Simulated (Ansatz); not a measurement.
Total energies of Ca8O8 (started as a model of: 1x4x4 CaO rock-salt block) from Ansatz at PBE-D4/def2-SVP, gas phase (1 Eh = 27.2114 eV = 2625.5 kJ/mol). The reference geometry is relaxed at r2SCAN-D4/def2-SVP.

Cartesian coordinates in Å:
```
Ca 2.064 -1.640 3.579
O 1.680 -2.434 1.724
Ca 0.749 -3.462 -0.046
O 0.918 -3.766 -2.083
O 1.303 0.215 3.135
Ca 0.892 -0.426 0.983
O -0.268 -1.503 -0.588
Ca -0.065 -2.049 -2.742
Ca 0.010 2.041 2.853
O -0.556 1.251 0.810
Ca -1.516 0.325 -0.988
O -1.159 -0.134 -3.216
O -0.231 3.923 2.027
Ca -0.816 3.352 0.110
O -1.609 2.479 -1.815
Ca -1.398 1.829 -3.744
```

```csv
state,geometry,energy (Eh)
charge 0 singlet,reference,-6019.97824
charge 1 doublet,reference,-6019.79998
charge 1 doublet,relaxed at r2SCAN-D4/def2-SVP,-6019.80900
charge -1 doublet,reference,-6020.01351
free Ca atom (singlet),–,-677.24211
free O atom (triplet),–,-74.91467
```

(1) Work out the vertical ionisation energy to the doublet.

(2) Work out the vertical electron affinity, to the doublet.

(3) Give the fundamental gap IE − EA, the Mulliken electronegativity (IE + EA)/2 and the hardness (IE − EA)/2.

(4) How much does the charge 1 doublet relax, and what is the adiabatic ionisation energy?

(5) What is the binding energy per atom against free atoms?

(1) E(charge 1 doublet) − E(charge 0 singlet) = -6019.79998 − (-6019.97824) = 0.17826 Eh = 4.85 eV. For comparison, −ε of the highest occupied level is 2.88 eV at this level, 1.97 eV less.

(2) E(charge 0 singlet) − E(charge -1 doublet) = -6019.97824 − (-6020.01351) = 0.03527 Eh = 0.96 eV. The basis lacks diffuse functions, which makes affinities too small.

(3) From the values in Eh: IE − EA = 0.17826 − 0.03527 = 0.14299 Eh = 3.89 eV; (IE + EA)/2 = 2.91 eV; (IE − EA)/2 = 1.95 eV. The HOMO–LUMO gap of the same run is 0.91 eV, 2.98 eV smaller than the fundamental gap.

(4) Relaxation: -6019.79998 − (-6019.80900) = 0.00902 Eh = 0.25 eV. Adiabatic ionisation energy: 0.16924 Eh = 4.61 eV, without zero-point energy. 

(5) Atoms: 8 × (-677.24211) + 8 × (-74.91467) = -6017.25424 Eh. Binding: -6017.25424 − (-6019.97824) = 2.72400 Eh = 74.12 eV, or 4.63 eV for each of 16 atoms (no zero-point energy, no counterpoise term).

At PBE-D4/def2-SVP the gap within one spin of the charge 1 doublet nearly closes, so an electron or hole may be smeared out by delocalisation error. At PBE-D4/def2-SVP the gap within one spin of the relaxed charge 1 doublet nearly closes, so an electron or hole may be smeared out by delocalisation error. At PBE-D4/def2-SVP the gap within one spin of the charge -1 doublet nearly closes, so an electron or hole may be smeared out by delocalisation error. At PBE-D4/def2-SVP the highest occupied level of the charge -1 doublet lies above zero (up to 0.14 eV). By energy differences its removal costs 0.96 eV (vertical, to the charge 0 singlet, at PBE-D4/def2-SVP); self-interaction error and the lack of diffuse functions both raise the level.
